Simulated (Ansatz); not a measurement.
Frontier orbitals of CH$_{5}$BrGe, SMILES `[GeH3][CH2]Br`.

```json
{"atom": "Ge1", "x (Å)": "0.651", "y (Å)": "0.559", "z (Å)": "-0.488"}
{"atom": "C2", "x (Å)": "-0.535", "y (Å)": "-0.716", "z (Å)": "0.420"}
{"atom": "Br3", "x (Å)": "-1.971", "y (Å)": "0.219", "z (Å)": "1.334"}
{"atom": "H4", "x (Å)": "1.253", "y (Å)": "1.509", "z (Å)": "0.554"}
{"atom": "H5", "x (Å)": "-0.162", "y (Å)": "1.346", "z (Å)": "-1.523"}
{"atom": "H6", "x (Å)": "1.773", "y (Å)": "-0.229", "z (Å)": "-1.190"}
{"atom": "H7", "x (Å)": "-1.005", "y (Å)": "-1.399", "z (Å)": "-0.284"}
{"atom": "H8", "x (Å)": "-0.004", "y (Å)": "-1.290", "z (Å)": "1.176"}
```

The species carries charge 0 and has multiplicity 1. Correlated methods include outer-core shells of Br, Ge, which these sets cover unevenly. Scalar relativity is left out up to krypton. The structure was optimised at the PBE0-D4/def2-TZVP level. Basis def2-TZVPP, the Gaussian-basis code of Ansatz.

Orbital energies of one run (eV). Highest occupied ones, from the top: -7.31, -7.64, -9.23, -9.27, -9.73, -11.04, -12.32, -14.96, -18.34, -22.16, -33.19, -33.19, -33.26, -33.26. Empty: -0.69, 0.53, 0.85, 1.23, 1.45, 2.01.

**Question.** Which functional gave them?
A. CAM-B3LYP
B. ωB97M-V
C. HSE06 (plane-wave form)
D. LC-ωPBE

**Answer.** C. HOMO energies: HSE06 -7.31, CAM-B3LYP -9.03, ωB97M-V -9.91, LC-ωPBE -10.40 eV.

LC-ωPBE has ω = 0.4 bohr⁻¹.
